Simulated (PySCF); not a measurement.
fluoroethane (C2H5F), SMILES CCF.

Coordinates come from a PBE-D3(BJ)/def2-TZVP optimisation.

Method: PBE-D3(BJ)/def2-TZVP run with PySCF.

No scaling factor is applied to the harmonic values.

Computed normal modes with their intensities:
```json
[
 {"mode": "1", "ν (cm⁻¹)": "250", "IR (km/mol)": "0.4", "Raman (Å⁴/amu)": "0.0", "depolarisation": "–", "moving atoms (share of kinetic energy)": "H 88 %"},
 {"mode": "2", "ν (cm⁻¹)": "400", "IR (km/mol)": "5.5", "Raman (Å⁴/amu)": "0.7", "depolarisation": "0.60", "moving atoms (share of kinetic energy)": "C 36 %, F 34 %, H 30 %"},
 {"mode": "3", "ν (cm⁻¹)": "788", "IR (km/mol)": "0.9", "Raman (Å⁴/amu)": "0.0", "depolarisation": "–", "moving atoms (share of kinetic energy)": "H 93 %"},
 {"mode": "4", "ν (cm⁻¹)": "861", "IR (km/mol)": "18.0", "Raman (Å⁴/amu)": "5.2", "depolarisation": "0.42", "moving atoms (share of kinetic energy)": "H 42 %, C 36 %, F 23 %"},
 {"mode": "5", "ν (cm⁻¹)": "1031", "IR (km/mol)": "87.6", "Raman (Å⁴/amu)": "4.8", "depolarisation": "0.63", "moving atoms (share of kinetic energy)": "C 62 %, F 20 %, H 19 %"},
 {"mode": "6", "ν (cm⁻¹)": "1090", "IR (km/mol)": "17.2", "Raman (Å⁴/amu)": "3.6", "depolarisation": "0.17", "moving atoms (share of kinetic energy)": "C 55 %, H 41 %"},
 {"mode": "7", "ν (cm⁻¹)": "1143", "IR (km/mol)": "4.2", "Raman (Å⁴/amu)": "1.5", "depolarisation": "0.75", "moving atoms (share of kinetic energy)": "H 62 %, C 35 %"},
 {"mode": "8", "ν (cm⁻¹)": "1254", "IR (km/mol)": "0.0", "Raman (Å⁴/amu)": "8.0", "depolarisation": "0.75", "moving atoms (share of kinetic energy)": "H 90 %, C 8 %"},
 {"mode": "9", "ν (cm⁻¹)": "1346", "IR (km/mol)": "1.6", "Raman (Å⁴/amu)": "0.2", "depolarisation": "0.68", "moving atoms (share of kinetic energy)": "H 81 %, C 18 %"},
 {"mode": "10", "ν (cm⁻¹)": "1368", "IR (km/mol)": "25.2", "Raman (Å⁴/amu)": "4.8", "depolarisation": "0.69", "moving atoms (share of kinetic energy)": "H 75 %, C 24 %"},
 {"mode": "11", "ν (cm⁻¹)": "1428", "IR (km/mol)": "6.2", "Raman (Å⁴/amu)": "8.2", "depolarisation": "0.75", "moving atoms (share of kinetic energy)": "H 97 %"},
 {"mode": "12", "ν (cm⁻¹)": "1445", "IR (km/mol)": "1.3", "Raman (Å⁴/amu)": "14.4", "depolarisation": "0.75", "moving atoms (share of kinetic energy)": "H 95 %"},
 {"mode": "13", "ν (cm⁻¹)": "1465", "IR (km/mol)": "1.8", "Raman (Å⁴/amu)": "1.2", "depolarisation": "0.62", "moving atoms (share of kinetic energy)": "H 92 %"},
 {"mode": "14", "ν (cm⁻¹)": "2960", "IR (km/mol)": "42.1", "Raman (Å⁴/amu)": "130.8", "depolarisation": "0.10", "moving atoms (share of kinetic energy)": "H 95 %"},
 {"mode": "15", "ν (cm⁻¹)": "2977", "IR (km/mol)": "9.6", "Raman (Å⁴/amu)": "156.9", "depolarisation": "0.01", "moving atoms (share of kinetic energy)": "H 97 %"},
 {"mode": "16", "ν (cm⁻¹)": "3001", "IR (km/mol)": "24.3", "Raman (Å⁴/amu)": "106.6", "depolarisation": "0.75", "moving atoms (share of kinetic energy)": "H 90 %, C 10 %"},
 {"mode": "17", "ν (cm⁻¹)": "3049", "IR (km/mol)": "20.9", "Raman (Å⁴/amu)": "55.9", "depolarisation": "0.75", "moving atoms (share of kinetic energy)": "H 91 %, C 9 %"},
 {"mode": "18", "ν (cm⁻¹)": "3061", "IR (km/mol)": "27.6", "Raman (Å⁴/amu)": "32.6", "depolarisation": "0.75", "moving atoms (share of kinetic energy)": "H 90 %, C 10 %"}
]
```
